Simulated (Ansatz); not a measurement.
Results of the Gaussian-basis code of Ansatz.

Basis-set series for Cl$_{5}$HMoO, SMILES `[OH][Mo]([Cl])([Cl])([Cl])([Cl])[Cl]`. The species carries charge 0 and has multiplicity 1. Mo: def2 effective core potential. The structure was optimised at the PBE0-D4/def2-TZVP level. It is one conformer, not always the lowest.

```
functional       basis  functions  energy (Eh)  HOMO (eV)  LUMO (eV)
   PBE0-D4    def2-SVP        140  -2443.58397      -8.91      -5.68
   PBE0-D4  def2-QZVPP        518  -2444.57046      -8.89      -5.62
   ωB97M-V    def2-SVP        140  -2444.18177     -11.04      -3.85
   ωB97M-V  def2-QZVPP        518  -2445.15614     -11.07      -3.84
```

(1) Give the rows for def2-TZVPP. (Best estimate.)

## Answers

(1) The calculation gave: 
```
functional       basis  functions  energy (Eh)  HOMO (eV)  LUMO (eV)
   PBE0-D4  def2-TZVPP        311  -2444.49349      -8.89      -5.63
   ωB97M-V  def2-TZVPP        311  -2445.08248     -11.05      -3.84
```
